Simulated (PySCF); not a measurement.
# V¹⁰⁺: ionisation energy

V¹⁰⁺ [Ne] 3s2 3p1 [3p1/2^1, M_J = 1/2] → V¹¹⁺ [Ne] 3s2, as a difference of total energies. Calculation: PySCF 2.14, in an uncontracted even-tempered set (19 s from 0.64 bohr⁻², ratio 2.4; 13 p from 0.83 bohr⁻², ratio 2.4; 5 d from 3.6 bohr⁻², ratio 2.6; 4 f from 5.5 bohr⁻², ratio 2.6); the two-component X2C-1e Hamiltonian. Correlated levels: 1s2 frozen; the 50 highest virtual spinors dropped. "Screened" scales the spin-orbit matrix elements by Boettger's factors to mimic the two-electron term; Breit and QED terms are absent.

```tsv
method	ionisation energy (eV)
GHF (spin-free)	254.21
GMP2 (spin-free)	254.63
GHF (screened spin-orbit)	255.03
GMP2 (screened spin-orbit)	255.48
```

Question: How much does correlation contribute at GMP2 (screened spin-orbit)?

Answer: 255.48 − (255.03) = 0.45 eV, measured against GHF (screened spin-orbit).

For comparison: 254.8 ± 0.4 eV (semi-empirical (NIST evaluation); NIST Atomic Spectra Database, ionization energies).
